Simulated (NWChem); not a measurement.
System meant: CH₃ClGe, singlet; SMILES [CH3][Ge][Cl]

Input file for NWChem:

```
start job
memory heap 200 mb stack 900 mb global 1100 mb
geometry units angstroms noautoz
  Ge    -0.484892     0.498185     0.003553
  Cl     0.226084    -1.591842    -0.003632
  C      1.316819     1.335825     0.004695
  H      1.254075     2.434816     0.012126
  H      1.879783     1.007572    -0.885415
  H      1.884682     0.995997     0.887280
end
basis spherical
  Ge library def2-svp
  Cl library def2-svp
  C library def2-svp
  H library def2-svp
end
dft
  odft
  mult 2
  xc b3lyp
  iterations 150
  mulliken
end
task dft energy
```

End of the output:

```
 ==============================================================================
                                 internuclear angles
 ------------------------------------------------------------------------------
        center 1       |       center 2       |       center 3       |  degrees
 ------------------------------------------------------------------------------
    2 Cl               |   1 Ge               |   3 C                |    96.15
    1 Ge               |   3 C                |   4 H                |   111.67
    1 Ge               |   3 C                |   5 H                |   109.68
    1 Ge               |   3 C                |   6 H                |   109.72
    4 H                |   3 C                |   5 H                |   109.37
    4 H                |   3 C                |   6 H                |   109.36
    5 H                |   3 C                |   6 H                |   106.93
 ------------------------------------------------------------------------------
                            number of included internuclear angles:          7
 ==============================================================================

 Summary of "ao basis" -> "" (spherical)
 ------------------------------------------------------------------------------
       Tag                 Description            Shells   Functions and Types
 ---------------- ------------------------------  ------  ---------------------
 Ge                         def2-svp                12       32   5s4p3d
 Cl                         def2-svp                 8       18   4s3p1d
 C                          def2-svp                 6       14   3s2p1d
 H                          def2-svp                 3        5   2s1p

                                 NWChem DFT Module
                                 -----------------

 Summary of "ao basis" -> "ao basis" (spherical)
 ------------------------------------------------------------------------------
       Tag                 Description            Shells   Functions and Types
 ---------------- ------------------------------  ------  ---------------------
 Ge                         def2-svp                12       32   5s4p3d
 Cl                         def2-svp                 8       18   4s3p1d
 C                          def2-svp                 6       14   3s2p1d
 H                          def2-svp                 3        5   2s1p

  number of electrons :                   58
  multiplicity        :                    2
 ------------------------------------------------------------------------
  no. of electrons and multiplicity not compatible                  58
 ------------------------------------------------------------------------
 ------------------------------------------------------------------------
  current input line :
    24: task dft energy
 ------------------------------------------------------------------------
 ------------------------------------------------------------------------
 There is an error in the input file
 ------------------------------------------------------------------------
 For more information see the NWChem manual at https://nwchemgit.github.io

0: no. of electrons and multiplicity not compatible:Received an Error in Communication
```

Can this run be used? If not, why, and what is the fix?

The input was rejected before any calculation. Cause: the multiplicity doesn't fit the number of electrons (an even count wants an odd multiplicity, and the reverse). This input runs:
```
start job
memory heap 200 mb stack 900 mb global 1100 mb
geometry units angstroms noautoz
  Ge    -0.484892     0.498185     0.003553
  Cl     0.226084    -1.591842    -0.003632
  C      1.316819     1.335825     0.004695
  H      1.254075     2.434816     0.012126
  H      1.879783     1.007572    -0.885415
  H      1.884682     0.995997     0.887280
end
basis spherical
  * library def2-svp
end
dft
  xc b3lyp
  iterations 150
  mulliken
end
task dft energy
```
It converges to -2576.76864 Ha (B3LYP/def2-SVP).
